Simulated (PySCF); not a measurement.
PySCF 2.14 output of an unrestricted TPSSh calculation on a single atom or ion in dyall-av3z (19s12p3d2f, 84 functions), with no relativity, point nucleus:

```
SCF conv_tol = 1e-09
number electrons alpha = 9  beta = 7
    V. N. Staroverov, G. E. Scuseria, J. Tao, and J. P. Perdew.,  J. Chem. Phys. 119, 12129 (2003)
cycle= 1 E= -341.319497249674  delta_E= -0.00835  |g|= 0.0235  |ddm|= 0.132
cycle= 2 E= -341.31966818855  delta_E= -0.000171  |g|= 0.0249  |ddm|= 0.0723
cycle= 3 E= -341.320240065998  delta_E= -0.000572  |g|= 0.00554  |ddm|= 0.0454
cycle= 4 E= -341.320283027224  delta_E= -4.3e-05  |g|= 0.00189  |ddm|= 0.0131
cycle= 5 E= -341.320290204478  delta_E= -7.18e-06  |g|= 0.000353  |ddm|= 0.00615
cycle= 6 E= -341.320290477271  delta_E= -2.73e-07  |g|= 2.8e-05  |ddm|= 0.00141
cycle= 7 E= -341.320290478764  delta_E= -1.49e-09  |g|= 2.65e-06  |ddm|= 9.46e-05
cycle= 8 E= -341.320290478773  delta_E= -8.7e-12  |g|= 5.43e-07  |ddm|= 5.86e-06
converged SCF energy = -341.320290478773  <S^2> = 2.0097905  2S+1 = 3.0065199
```

The run itself started from symmetry-adapted Hartree-Fock orbitals and held the occupation by maximum overlap, on a logarithmic radial grid, so the iterations belong to that start.

Question: Which element, charge and spin multiplicity is this?

Answer: P⁻ (phosphorus, charge -1), multiplicity 3; the state was [Ne] 3s2 3p4, high-spin 3P determinant.

At TPSSh the highest occupied level has a positive energy, so only the finite basis holds that electron; in a semilocal or global hybrid functional this comes from self-interaction and does not mean that the real anion is unbound.
